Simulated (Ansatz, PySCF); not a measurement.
Dissociation curve of GeN (cation, charge +1), lowest triplet found (which spin is the ground state isn't settled by this scan).

- FCI = full CI/cc-pVDZ, cores with 3d frozen in Ansatz (a first-principles code)
- UKS-PBE0 = unrestricted PBE0/cc-pVDZ (Ansatz)
- UKS-BLYP = unrestricted BLYP/cc-pVDZ in Ansatz
- UKS-PBE = unrestricted PBE/cc-pVDZ in Ansatz
- UKS-B3LYP/6-31G* = unrestricted B3LYP/6-31G*, spherical d (PySCF)

Minimum and curvature come from a quartic fit to the scan points round the minimum, the wavenumber from the most abundant isotopes. The energy at the longest distance isn't given for restricted levels, nor where a curve turns over.

| method | R at the minimum / Å | force constant / mdyn Å⁻¹ | E(3.05 Å) − E(min) / kJ/mol | harmonic wavenumber / cm⁻¹ |
|---|---|---|---|---|
| FCI | 1.952 | 2.26 | 121.8 | 571 |
| UKS-PBE0 | 1.921 | 2.78 | 173.0 | 633 |
| UKS-BLYP | 1.971 | 2.40 | 187.9 | 588 |
| UKS-PBE | 1.956 | 2.47 | 196.7 | 596 |
| UKS-B3LYP/6-31G* | 1.932 | 2.61 | 177.3 | 613 |

The scan ran from 1.38 to 6.44 Å; beyond the distances shown full CI changes its symmetry label. Also computed but left out beside FCI, since their determinant holds another spin at the minimum (<S²> over 0.7 above the pure value): UHF/6-31G*, UMP2/6-31G*, UHF/LANL2DZ. The unrestricted determinant behind UKS-PBE0 is spin-contaminated at 2.40 to 3.05 Å (<S²> up to 2.9, against 2.00 for a pure triplet). The unrestricted determinant behind UKS-BLYP is spin-contaminated at 2.80 to 3.05 Å (<S²> up to 2.5, against 2.00 for a pure triplet). The unrestricted determinant behind UKS-PBE is spin-contaminated at 2.59 to 3.05 Å (<S²> up to 2.6, against 2.00 for a pure triplet). The unrestricted determinant behind UKS-B3LYP/6-31G* is spin-contaminated at 2.59 to 3.05 Å (<S²> up to 2.7, against 2.00 for a pure triplet).
